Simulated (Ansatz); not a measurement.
Program: Ansatz. Geometries: PBE0-D4/def2-TZVP. ΔE: electronic, gas phase. CBS: MP2 limit from def2 TZ/QZ plus the TZ coupled-cluster correction, frozen cores. This one scheme is used for every species. DFT in def2-TZVPP. B3LYP here is the variant with VWN-RPA as its local correlation; programs differ in this. One conformer a species, not always the lowest.

`C=C[Si](O)(O)S` + H₂O → `C=C[Si](O)(O)O` + H₂S  (formal hydrolysis of the Si–S bond)

`C=C[Si](O)(O)S`:

Z-matrix (Å, degrees):
```
Si
C 1 1.845
O 1 1.644 2 111.3
O 1 1.638 2 105.1 3 -123.9
S 1 2.136 2 114.0 3 116.4
C 2 1.331 1 123.4 3 125.8
H 2 1.089 1 118.0 3 -54.6
H 3 0.960 1 116.2 2 -46.6
H 4 0.959 1 116.5 2 -166.2
H 5 1.343 1 92.6 2 -107.9
H 6 1.087 2 122.1 1 179.9
H 6 1.085 2 121.3 1 0.1
```

H₂O:

```xyz
3

O    -0.229    0.200    0.243
H     0.318    0.549   -0.464
H    -0.089   -0.749    0.221
```

`C=C[Si](O)(O)O`:

Z-matrix (Å, degrees):
```
Si
C 1 1.848
O 1 1.643 2 110.5
O 1 1.633 2 105.8 3 -124.0
O 1 1.637 2 114.2 3 118.3
C 2 1.331 1 123.3 3 -13.1
H 2 1.089 1 118.5 3 167.8
H 3 0.958 1 117.2 2 -59.4
H 4 0.959 1 116.9 2 -163.4
H 5 0.958 1 116.9 2 -86.3
H 6 1.086 2 122.3 1 -179.1
H 6 1.087 2 121.6 1 0.6
```

H₂S:

Cartesian coordinates in Å:
```
S -0.196 0.272 0.521
H -0.729 -0.635 -0.311
H 0.925 0.363 -0.210
```

```tsv
level	ΔE (kJ/mol)	difference from CCSD(T)/CBS
PBE-D4	-37.8	10.4
r2SCAN-D4	-49.5	-1.3
PBE0-D4	-41.8	6.4
B3LYP-D4	-51.6	-3.4
ωB97X-V	-51.4	-3.2
ωB97M-V	-51.9	-3.7
B2PLYP	-55.8	-7.6
PBE	-41.6	6.6
r2SCAN	-50.5	-2.3
PBE0	-45.2	3.0
B3LYP	-57.9	-9.7
HF/def2-TZVPP	-71.5	-23.3
MP2/def2-TZVPP	-48.3	-0.1
SCS-MP2/def2-TZVPP	-54.4	-6.2
CCSD/def2-TZVPP	-57.6	-9.4
CCSD(T)/def2-TZVPP	-53.8	-5.6
HF/def2-QZVPP	-72.5	-24.3
MP2/def2-QZVPP	-45.4	2.8
SCS-MP2/def2-QZVPP	-51.6	-3.4
HF/CBS(def2)	-72.7	-24.5
MP2/CBS(def2)	-42.7	5.5
CCSD/CBS(def2)	-52.0	-3.8
CCSD(T)/CBS	-48.2	0
```

Largest T1 diagnostic among the species: 0.012.

The D4 term adds +6.3 kJ/mol with B3LYP and +3.5 kJ/mol with PBE0; it sums over pairs of atoms, weighted by their polarisabilities, and B3LYP, whose exchange is more repulsive, gets the larger term. In def2-TZVPP, CCSD(T) changes the Hartree–Fock value by +17.7 kJ/mol (the triples alone add +3.8 kJ/mol) and MP2 by +23.2 kJ/mol. From PBE to PBE0 (25 % exact exchange), in def2-TZVPP and without D4, ΔE moves by −3.7 kJ/mol.
